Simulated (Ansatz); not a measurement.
System: Si2H4 (charge +1, doublet). 
Structure (B3LYP-D3(BJ)/def2-TZVP (Ansatz, a first-principles code) minimum search):
```
Si
H 1 1.4679
H 1 1.4778 2 116.20
H 1 1.4778 2 116.20 3 139.97
Si 1 2.4202 2 107.16 3 -110.02
H 5 1.4941 1 118.22 2 180.00
```
Charge +1, spin multiplicity 2.

Basis-set convergence of Hartree-Fock and CCSD correlation energies (hartree) with Ansatz. Cores are frozen in the correlated levels unless marked. Open shells are spin-unrestricted. No spin-orbit coupling. No relativistic terms.

| basis | functions | E(HF) | E(corr, CCSD) |
|---|---|---|---|
| def2-SVPD | 80 | -579.67379 | -0.20851 |
| def2-TZVPPD | 164 | … | … |

Problem. Some entries are withheld; supply them.

Solution. 
- def2-TZVPPD, E(HF): -579.87393
- def2-TZVPPD, E(corr, CCSD): -0.24035
